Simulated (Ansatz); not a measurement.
Ansatz (a program for electronic structure) input (CCSD(T)/aug-cc-pVTZ):

Ansatz 0.2 input:
```yaml
crystal:
  periodic: [false, false, false]
  atoms:
    - {symbol: Ge, position_ang: [-0.00000000, -0.00000000, -0.37348732]}
    - {symbol: O, position_ang: [0.00000000, 0.00000000, 1.49394926]}
basis:
  gaussian:
    orbitals: aug-cc-pVTZ
total_charge: 1
magnetization: {spin_polarized: true, initial_magnetization: 1}
correlation: {method: ccsd_t, electrons: outside_noble_gas}
```

Output:

```
Functional definition: HF
integrals: 0.20 GiB planned
662 factors; integrals over basis functions are off by at most 9.3e-4 eV
mean field: 0.29 GiB planned
mean field evaluation 1: about -58480.1731 eV, gradient 6.7e1 eV
mean field evaluation 2: about -58480.1741 eV, gradient 6.7e1 eV
mean field evaluation 4: about -58497.0776 eV, gradient 2.4e1 eV
mean field evaluation 8: about -58502.2515 eV, gradient 1.0e0 eV
mean field evaluation 16: about -58502.2863 eV, gradient 3.5e-2 eV
mean field evaluation 32: about -58502.3824 eV, gradient 1.1e0 eV
mean field evaluation 64: about -58502.2863 eV, gradient 1.3e-2 eV
mean field evaluation 96: about -58503.4303 eV, gradient 6.0e-3 eV
mean field evaluation 128: about -58503.4303 eV, gradient 2.9e-6 eV
mean field evaluation 160: about -58503.4018 eV, gradient 1.9e0 eV
mean field evaluation 192: about -58503.4075 eV, gradient 8.4e-1 eV
mean field evaluation 224: about -58500.1604 eV, gradient 5.9e0 eV
mean field evaluation 256: about -58502.7122 eV, gradient 3.7e0 eV
mean field evaluation 288: about -58501.3650 eV, gradient 3.4e0 eV
mean field evaluation 320: about -58499.8026 eV, gradient 2.9e-1 eV
mean field evaluation 352: about -58501.2258 eV, gradient 4.3e0 eV
mean field evaluation 384: about -58501.9750 eV, gradient 7.5e-1 eV
mean field evaluation 416: about -58500.3329 eV, gradient 4.0e-1 eV
mean field evaluation 448: about -58499.8489 eV, gradient 3.0e-2 eV
mean field evaluation 480: about -58500.3105 eV, gradient 6.4e0 eV
mean field evaluation 512: about -58503.4302 eV, gradient 5.1e-2 eV
mean field evaluation 544: about -58497.1718 eV, gradient 6.3e-2 eV
mean field evaluation 576: about -58497.3009 eV, gradient 1.2e-3 eV
mean field evaluation 608: about -58499.8376 eV, gradient 6.1e-1 eV
mean field evaluation 640: about -58499.8215 eV, gradient 3.6e0 eV
mean field evaluation 672: about -58500.3221 eV, gradient 6.6e-1 eV
mean field evaluation 704: about -58500.9524 eV, gradient 1.5e0 eV
mean field evaluation 736: about -58501.2567 eV, gradient 1.6e0 eV
mean field evaluation 768: about -58501.1683 eV, gradient 1.4e0 eV
mean field evaluation 800: about -58501.3596 eV, gradient 3.5e0 eV
mean field evaluation 832: about -58501.4958 eV, gradient 1.4e0 eV
mean field evaluation 864: about -58501.3173 eV, gradient 3.6e0 eV
mean field evaluation 896: about -58501.9041 eV, gradient 1.2e0 eV
mean field evaluation 928: about -58502.1850 eV, gradient 1.6e0 eV
mean field evaluation 960: about -58499.5824 eV, gradient 2.1e1 eV
mean field evaluation 992: about -58503.3304 eV, gradient 1.8e0 eV
mean field evaluation 1024: about -58494.8455 eV, gradient 1.6e-1 eV
mean field evaluation 1056: about -58501.6378 eV, gradient 3.0e0 eV
mean field evaluation 1088: about -58499.8057 eV, gradient 7.4e-4 eV
mean field evaluation 1120: about -58499.5952 eV, gradient 1.3e-3 eV
mean field evaluation 1152: about -58500.0706 eV, gradient 3.2e-2 eV
mean field -58503.43027217 eV, -2149.9614074529 hartree, gradient 1.5e-6 eV, S^2 0.767570; 16 other end points of the search recorded, 0 dependent functions left out
determinant -58503.43027217 eV, -2149.9614074529 hartree, with singles and doubles -58511.03012707 eV, -2150.2406969692 hartree
determinant -58502.28634758 eV, -2149.9193689997 hartree, with singles and doubles -58510.27033116 eV, -2150.2127749844 hartree
determinant -58500.33878542 eV, -2149.8477974104 hartree, with singles and doubles -58506.77532721 eV, -2150.0843359584 hartree
determinant -58500.07289544 eV, -2149.8380261340 hartree, with singles and doubles -58506.74562029 eV, -2150.0832442491 hartree
determinant -58499.80565333 eV, -2149.8282051674 hartree, with singles and doubles -58506.53082176 eV, -2150.0753505486 hartree
15 core orbitals not correlated
reference -58503.43027217 eV, -2149.9614074529 hartree; 5, 4 occupied and 85, 86 virtual orbitals, 662 factors
second order -6.99751905 eV of doubles, -0.00000000 eV of singles
coupled cluster: 0.41 GiB planned
cycle   1  -7.51097428 eV  change   -4.6e-1 eV  update   2.1e-2
cycle   2  -7.52868072 eV  change   -1.8e-2 eV  update   5.4e-3
cycle   3  -7.52837803 eV  change    3.0e-4 eV  update   3.2e-3
cycle   4  -7.53038784 eV  change   -2.0e-3 eV  update   1.4e-3
cycle   5  -7.53086566 eV  change   -4.8e-4 eV  update   8.6e-4
cycle   6  -7.53141457 eV  change   -5.5e-4 eV  update   4.2e-4
cycle   7  -7.53138408 eV  change    3.0e-5 eV  update   1.7e-4
cycle   8  -7.53144007 eV  change   -5.6e-5 eV  update   7.4e-5
cycle   9  -7.53144423 eV  change   -4.2e-6 eV  update   3.2e-5
cycle  10  -7.53143551 eV  change    8.7e-6 eV  update   1.4e-5
cycle  11  -7.53143747 eV  change   -2.0e-6 eV  update   5.4e-6
perturbative correction -0.32110974 eV, -0.0118005652 hartree
Total energy: -58511.28281938 eV, -2150.2499832402 hartree
```

This state (charge 1, doublet) is run at the relaxed geometry of the species with charge 0 and multiplicity 3.
